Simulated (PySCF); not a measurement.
A GIAO shielding run with PySCF (density fitting, non-relativistic, gas phase) on SMILES CC(CP(CC(C)C)CC(C)C)C, C12H27P:

```
$ OMP_NUM_THREADS=1 python probes_run.py task.json out

{"job": {"kind": "nmr", "xc": "PBE0", "basis": "pcSseg-1"}, "charge": 0, "multiplicity": 1}
C      3.920426    -1.186431    -0.164918
C      2.773677    -0.339433     0.376640
C      2.862866    -0.196966     1.892033
C      1.425862    -0.919159    -0.061628
P     -0.042010     0.161971     0.309783
C     -1.395107    -0.972212    -0.277381
C     -1.792185    -2.075430     0.707606
C     -2.781667    -3.036832     0.056579
C     -2.352067    -1.506658     2.006507
C      0.049372     1.283490    -1.172643
C     -0.983042     2.414187    -1.184834
C     -0.756906     3.396719    -0.040992
C     -0.977764     3.127984    -2.532709
H      3.865016    -2.215515     0.227529
H      4.897981    -0.771843     0.127242
H      3.894079    -1.247878    -1.264212
H      2.870629     0.670450    -0.065268
H      2.808050    -1.185969     2.377722
H      3.812896     0.270822     2.193361
H      2.037362     0.414212     2.286918
H      1.260676    -1.881103     0.456054
H      1.438124    -1.143879    -1.143786
H     -1.095734    -1.413934    -1.245372
H     -2.276149    -0.337336    -0.481479
H     -0.882693    -2.654630     0.955377
H     -2.362650    -3.493400    -0.853243
H     -3.062980    -3.849086     0.745195
H     -3.706533    -2.508650    -0.230099
H     -2.586016    -2.308773     2.723253
H     -3.283429    -0.947003     1.815134
H     -1.641659    -0.814451     2.482671
H      1.063975     1.720846    -1.183587
H     -0.038620     0.671785    -2.088836
H     -1.984767     1.963978    -1.051613
H      0.217606     3.901839    -0.151504
H     -0.758523     2.885494     0.933455
H     -1.535974     4.174597    -0.023944
H     -1.192982     2.432789    -3.359303
H     -1.729262     3.932009    -2.562631
H      0.007235     3.584175    -2.728027
```

Hardware: 1 thread of an Arm Neoverse V1, shared host. The job also computes population analyses, field gradients.

Question: How large is the calculation?

Answer: 114 electrons, 363 basis functions and 1895 auxiliary functions.

Question: How long does it take, and how much memory does it need?

Answer: 3.1 min of wall time, with 12 SCF cycles and 4 response iterations; peak memory 2.5 GiB. Times on a shared host scatter by some tens of per cent.

Question: And these other runs on the same molecule and hardware: GIAO shielding at wB97X-D/pcSseg-1?

Answer: wB97X-D/pcSseg-1: 363 functions, 4.1 min.
